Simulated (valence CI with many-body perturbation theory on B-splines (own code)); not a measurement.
Level structure of Sb XXI

Calculated by configuration interaction combined with many-body perturbation theory (CI+MBPT): three valence electrons over a frozen Dirac-Fock core [Ar] 3d10, radial functions for each j: 11 s, 11 p, 9 d, 7 f, 5 g, 2 h, 1 i, with the one-electron correlation potential Σ1 (screened to all orders), the two-electron term Σ2, the three-electron term Σ3, Breit, model QED; selected single and double excitations, second order for the rest (own B-spline code, finite nucleus).

No measured spectrum was set against this ion. As an estimate, levels hold to about 250 cm⁻¹ or 0.2 % of their energy and the worst to 1 %, as in measured heavy ions of charge 2 to 7; those with d or f electrons hold less well.

Levels 46 to 65 of 65, with energies above the lowest level, (4s^2 4p1/2) J=1/2. "Leading %" is the weight of the configuration and term that name the level; weights of strongly mixed levels are sums over their largest components and can fall short. In the jj column 3d3/2^4 stands for four electrons in 3d with j = 3/2. Lifetimes count E1, E2, E3, M1 and M2 decay at the calculated energies, and are blank where another channel may lead or the interval is too uncertain; long ones can be off by a factor of two.

```tsv
No.	Configuration	Term	J	E (cm⁻¹)	Leading %	g	Lifetime	Second component	Leading jj
46	4p²4d	²F	7/2	1533800	37	1.103	37.3 ps	27 % 4p²4d ²G	4p1/2 4p3/2 4d3/2 (80 %)
47	4p²4d	²P	3/2	1534200	38	1.017	14.8 ps	29 % 4p²4d ⁴F	4p1/2 4p3/2 4d3/2 (89 %)
48	4p²4d	⁴D	1/2	1537100	84	0.121	16.8 ps	14 % 4p²4d ²P	4p1/2 4p3/2 4d3/2 (97 %)
49	4p²4d	⁴F	7/2	1545000	44	1.295	26.9 ps	38 % 4p²4d ⁴D	4p1/2 4p3/2 4d5/2 (96 %)
50	4p²4d	⁴F	9/2	1559900	50	1.224	34.4 ps	45 % 4p²4d ²G	4p1/2 4p3/2 4d5/2 (92 %)
51	4p²4d	⁴D	3/2	1570000	41	1.214	10.5 ps	40 % 4p²4d ²P	4p1/2 4p3/2 4d5/2 (80 %)
52	4p²4d	⁴D	5/2	1570600	39	1.226	12.0 ps	19 % 4p²4d ⁴F	4p1/2 4p3/2 4d5/2 (74 %)
53	4p²4d	²G	7/2	1591300	50	1.034	18.0 ps	17 % 4p²4d ⁴F	4p1/2 4p3/2 4d5/2 (56 %)
54	4p²4d	⁴P	5/2	1600300	47	1.390	4.28 ps	38 % 4p²4d ²D	4p1/2 4p3/2 4d5/2 (57 %)
55	4p²4d	⁴P	3/2	1604300	44	1.365	4.22 ps	25 % 4p²4d ²P	4p1/2 4p3/2 4d3/2 (74 %)
56	4p²4d	⁴P	1/2	1607200	42	1.834	4.78 ps	27 % 4p²4d ²P	4p1/2 4p3/2 4d3/2 (75 %)
57	4p²4d	²D	5/2	1628400	42	1.068	4.69 ps	32 % 4p²4d ²F	4p1/2 4p3/2 4d3/2 (36 %)
58	4p²4d	²D	3/2	1641500	77	0.862	9.83 ps	7 % 4p²4d ²P	4p1/2 4p3/2 4d5/2 (70 %)
59	4p²4d	²P	1/2	1641600	75	0.901	5.39 ps	11 % 4p²4d ⁴P	4p1/2 4p3/2 4d5/2 (46 %)
60	4p²4d	⁴D	7/2	1642600	49	1.283	22.3 ps	35 % 4p²4d ²F	4p3/2^2 4d5/2 (92 %)
61	4p²4d	⁴F	9/2	1649100	46	1.218	29.4 ps	44 % 4p²4d ²G	4p3/2^2 4d5/2 (87 %)
62	4p²4d	²P	1/2	1664000	53	1.151	6.85 ps	16 % 4p²4d ⁴P	4p1/2 4p3/2 4d5/2 (35 %)
63	4p²4d	²D	3/2	1670500	45	1.168	4.40 ps	32 % 4p²4d ⁴P	4p3/2^2 4d3/2 (86 %)
64	4p²4d	²D	5/2	1675200	27	1.209	4.16 ps	25 % 4p²4d ⁴P	4p3/2^2 4d3/2 (63 %)
65	4p²4d	²F	7/2	1692100	63	1.120	4.20 ps	19 % 4s4p4f ²F	4p3/2^2 4d3/2 (57 %)
```
